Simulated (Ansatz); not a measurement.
Consider the hydrogenolysis of a C–Cl bond: `FC(Cl)C[SiH3]` + H₂ → `FCC[SiH3]` + HCl.

Gas-phase electronic energies from Ansatz, PBE0-D4/def2-TZVP geometries. CBS: MP2 limit from def2 TZ/QZ plus the TZ coupled-cluster correction, frozen cores. This one scheme is used for every species. Each species was taken in one conformer, which may not be the lowest.

`FC(Cl)C[SiH3]`:

Z-matrix (Å, degrees):
```
C
Cl 1 1.787
C 1 1.501 2 111.9
F 1 1.365 2 107.9 3 121.6
H 1 1.091 2 105.5 3 -123.4
Si 3 1.891 1 113.3 2 177.0
H 3 1.094 1 109.3 2 54.6
H 3 1.093 1 108.7 2 -62.1
H 6 1.483 3 111.3 1 -70.5
H 6 1.486 3 108.2 1 169.2
H 6 1.487 3 109.4 1 50.5
```

H₂:

Cartesian coordinates in Å:
```
H -0.349 0.127 -0.040
H 0.349 -0.127 0.040
```

`FCC[SiH3]`:

```xyz
11

F     0.786   -0.497   -1.791
C    -0.402   -0.762   -1.126
C    -0.219   -0.583    0.362
Si    0.482    1.098    0.852
H    -1.156   -0.072   -1.519
H    -0.693   -1.785   -1.383
H    -1.194   -0.699    0.849
H     0.427   -1.371    0.761
H     1.909    1.236    0.473
H    -0.305    2.177    0.195
H     0.366    1.256    2.327
```

HCl:

Z-matrix (Å, degrees):
```
Cl
H 1 1.279
```

| species | CCSD(T)/CBS(def2) energy (Eh) |
| --- | --- |
| `FC(Cl)C[SiH3]` | -928.35760 |
| H₂ | -1.17544 |
| `FCC[SiH3]` | -469.17718 |
| HCl | -460.38127 |

Task: Work out ΔE.

Result: ΔE = (-469.17718) + (-460.38127) − (-928.35760) − (-1.17544) = -0.02541 Eh = -66.7 kJ/mol.

Largest T1 diagnostic among the species: 0.011.

In def2-TZVPP, CCSD(T) changes the Hartree–Fock value by +20.2 kJ/mol (the triples alone add +6.6 kJ/mol) and MP2 by +25.7 kJ/mol. The D4 term adds +7.8 kJ/mol with B3LYP and +4.1 kJ/mol with PBE0; it sums over pairs of atoms, weighted by their polarisabilities, and B3LYP, whose exchange is more repulsive, gets the larger term. From PBE to PBE0 (25 % exact exchange), in def2-TZVPP and without D4, ΔE moves by −7.4 kJ/mol.

B3LYP here is the variant with VWN-RPA as its local correlation; programs differ in this.
